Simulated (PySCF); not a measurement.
C3BrNS.
SMILES with atom numbers: `[N:1]#[C:2][C:3]([Br:4])=[C:5]=[S:6]`

A GFN2-xTB structure was refined with PBE0-D3(BJ)/def2-SVP geometry optimisation, gas phase (PySCF). Its GFN2-xTB values:

```
coordinate  GFN2-xTB
     N1≡C2   1.135 Å
     C2–C3   1.389 Å
    C3–Br4   1.936 Å
     C3=C5   1.331 Å
     C5=S6   1.539 Å
  N1–C2–C3    179.7°
 C2–C3–Br4    118.1°
  C2–C3–C5    124.3°
  C3–C5–S6    179.2°
 Br4–C3–C5    117.6°
```

Q: How do these coordinates change at the PBE0-D3(BJ)/def2-SVP level?

A: 
```json
{"coordinate": "C3–Br4", "PBE0-D3(BJ)/def2-SVP (Å or °)": "1.892", "change": "-0.044"}
{"coordinate": "N1≡C2", "PBE0-D3(BJ)/def2-SVP (Å or °)": "1.161", "change": "+0.026"}
{"coordinate": "C2–C3", "PBE0-D3(BJ)/def2-SVP (Å or °)": "1.414", "change": "+0.025"}
{"coordinate": "C5=S6", "PBE0-D3(BJ)/def2-SVP (Å or °)": "1.544", "change": "+0.005"}
{"coordinate": "C3=C5", "PBE0-D3(BJ)/def2-SVP (Å or °)": "1.329", "change": "-0.002"}
{"coordinate": "C2–C3–C5", "PBE0-D3(BJ)/def2-SVP (Å or °)": "123.0", "change": "-1.3"}
{"coordinate": "C2–C3–Br4", "PBE0-D3(BJ)/def2-SVP (Å or °)": "119.1", "change": "+1.0"}
{"coordinate": "N1–C2–C3", "PBE0-D3(BJ)/def2-SVP (Å or °)": "179.3", "change": "-0.4"}
{"coordinate": "Br4–C3–C5", "PBE0-D3(BJ)/def2-SVP (Å or °)": "117.9", "change": "+0.3"}
{"coordinate": "C3–C5–S6", "PBE0-D3(BJ)/def2-SVP (Å or °)": "179.5", "change": "+0.3"}
```

The energy falls by 7.4 kJ/mol over 6 energy and gradient evaluations, the largest force component goes from 0.0595 to 4.0e-04 Eh/bohr, and the atoms move by 0.021 Å rms after alignment. The bond that changes most is C3–Br4 (outer carbon of cumulated double bonds to vinyl bromine), which shortens by 0.044 Å. Bonds longer at the end by more than 0.005 Å: 2 of 5; shorter: 1. Rotational constants go from 2266, 1217, 791.7 to 2240, 1233, 795.1 MHz.

The run used 106 basis functions and 51 SCF cycles in all.

Whether it is a minimum is left open (no frequencies).
